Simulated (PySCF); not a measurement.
Species: CH2B3F3O3S.
Structure used (PBE0-D3(BJ)/def2-SVP), in Å, numbered top down from 1:
```
atom  x, y, z in Å
F1    -2.3491   -0.6901    1.1874
C2    -2.5954   -0.4909   -0.0994
F3    -3.9027   -0.3179   -0.2507
F4    -2.2423   -1.5840   -0.7601
S5    -1.7736    1.0074   -0.7393
B6    -0.0301    0.5746   -0.4701
O7     0.3609   -0.6176    0.0686
B8     1.6970   -0.8835    0.2397
O9     2.6190    0.0584   -0.1336
B10    2.2319    1.2593   -0.6674
O11    0.8937    1.5137   -0.8409
H12    2.0484   -1.9289    0.7130
H13    3.0481    2.0827   -0.9802
```

Method used: TDDFT B3LYP/def2-SVPD, vertical, gas phase, core orbitals frozen in the response (PySCF).

Transition dipole moments from the ground state, in atomic units and in the frame of the coordinates above (overall signs are arbitrary), for the states with f of 0.002 or more among the lowest 10:

```json
{"state": "S2", "E (eV)": "6.459", "μx": "-0.120", "μy": "-0.019", "μz": "-0.083"}
{"state": "S3", "E (eV)": "6.557", "μx": "1.160", "μy": "-0.128", "μz": "0.098"}
{"state": "S4", "E (eV)": "7.201", "μx": "-0.018", "μy": "0.187", "μz": "0.419"}
{"state": "S6", "E (eV)": "7.376", "μx": "-0.015", "μy": "0.136", "μz": "0.316"}
{"state": "S7", "E (eV)": "7.507", "μx": "0.003", "μy": "-0.122", "μz": "-0.277"}
{"state": "S9", "E (eV)": "8.036", "μx": "0.138", "μy": "-0.036", "μz": "0.017"}
{"state": "S10", "E (eV)": "8.141", "μx": "0.008", "μy": "-0.119", "μz": "-0.265"}
```

Question: What oscillator strength does each state have?

Answer: f = (2/3) ΔE |μ|² with ΔE in hartree (27.2114 eV).

```
state  |μ|² (au)  |μ| (D)      f
   S2      0.022     0.37  0.003
   S3      1.372     2.98  0.220
   S4      0.211     1.17  0.037
   S6      0.119     0.87  0.021
   S7      0.092     0.77  0.017
   S9      0.021     0.37  0.004
  S10      0.084     0.74  0.017
```

Question: What angle do the transition dipoles of S3 and S6 make?

Answer: |cos θ| = |μa·μb| / (|μa| |μb|) = 0.01, so θ ≈ 90° (taken between 0 and 90°, since the signs are arbitrary).

Question: How is the summed strength of these states shared among x, y and z?

Answer: (2/3) Σ ΔE μα² gives 0.222 for x, 0.018 for y and 0.080 for z, 0.320 in all.

Question: What peak molar absorption coefficient would the strongest computed level give as a lone Gaussian band 0.4 eV wide at half height?

Answer: ε(max) = 2.175×10⁸ f / FWHM, with the width in cm⁻¹. S3: 2.175×10⁸ × 0.2205 / 3226 ≈ 15000 L mol⁻¹ cm⁻¹.

On one thread, Arm Neoverse V2 (aarch64), shared host with 96 logical CPUs at a one-minute load of 37, this took 77 s wall (grids of density and orbitals included) and 1.0 GiB of memory at its peak.

One conformer stands for the species.
